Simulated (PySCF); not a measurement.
# Spinor energies of Re⁺ (rhenium, charge +1)

Start: [Xe] 4f14 5d5 6s1; 5d3/2 filled at m_j = -3/2, -1/2, +1/2, +3/2; 5d5/2 filled at m_j = +5/2; 6s1/2 filled at m_j = +1/2. Calculated with PySCF 2.14 in x2c-TZVPPall-2c: generalised Hartree-Fock with the X2C-1e Hamiltonian and a Gaussian nucleus; one run each with spin-orbit coupling (SO) switched off, then screened by Boettger's factors.

| spinor shell | electrons | ε, spin-free (eV) | ε, screened SO (eV) | weight of nominal j (screened SO) | rms radius, screened SO (bohr) |
| --- | --- | --- | --- | --- | --- |
| 1s1/2 | 2 | -72076.6 | -72053.6 | 1.000 | 0.0204 |
| 2s1/2 | 2 | -12647.5 | -12640.3 | 1.000 | 0.0824 |
| 2p1/2 | 2 | -11043.3 | -12073.6 | 1.000 | 0.0700 |
| 2p3/2 | 4 | -11043.3 | -10628.2 | 1.000 | 0.0775 |
| 3s1/2 | 2 | -2998.0 | -2995.7 | 1.000 | 0.210 |
| 3p1/2 | 2 | -2516.9 | -2743.2 | 1.000 | 0.202 |
| 3p3/2 | 4 | -2516.9 | -2424.1 | 1.000 | 0.217 |
| 3d3/2 | 4 | -1964.9 | -2005.1 | 1.000 | 0.192 |
| 3d5/2 | 6 | -1964.9 | -1936.3 | 1.000 | 0.196 |
| 4s1/2 | 2 | -665.12 | -664.41 | 1.000 | 0.468 |
| 4p1/2 | 2 | -504.48 | -557.87 | 1.000 | 0.476 |
| 4p3/2 | 4 | -504.48 | -482.46 | 1.000 | 0.509 |
| 4d3/2 | 4 | -298.79 | -307.16 | 0.999 | 0.531 |
| 4d5/2 | 6 | -298.79 | -292.68 | 0.999 | 0.543 |
| 5s1/2 | 2 | -108.30 | -108.17 | 1.000 | 1.12 |
| 5p1/2 | 2 | -64.944 | -74.622 | 0.917 | 1.25 |
| 4f5/2 | 6 | -68.097 | -69.322 | 0.988 | 0.637 |
| 4f7/2 | 8 | -68.097 | -66.666 | 0.991 | 0.639 |
| 5p3/2 | 4 | -64.944 | -60.825 | 0.958 | 1.32 |
| 5d3/2 | 4 | -19.759 | -19.860 | 0.585 | 1.95 |
| 5d5/2 | 1 | -19.759 | -19.261 | 1.000 | 1.99 |
| 6s1/2 | 1 | -16.059 | -16.044 | 1.000 | 3.09 |

| quantity | spin-free | screened SO |
| --- | --- | --- |
| E (hartree) | -16679.70391 | -16700.48265 |
| M_J | 3 | 3 |
| ⟨J²⟩ | 12.007 | 12.008 |
| ⟨L²⟩ | 0.000 | 0.210 |
| ⟨S²⟩ | 12.007 | 11.937 |

Each row is a mean over spinors that exchange with the open shell spreads, by up to 8.461 eV (5p3/2).

Rows whose weight is well below 1 are mixtures of j = l ± 1/2: exchange outweighs spin-orbit coupling there, and the label is only the starting occupation.

Breit and QED terms are absent; they matter most for the inner s and p1/2 levels.

Densities and radii are taken from the X2C orbitals without a picture-change correction, which distorts them close to the nucleus.

Without spin-orbit coupling the j labels of p, d and f shells carry no meaning; the spin-free column gives the mean over the occupied spinors of each nl shell.
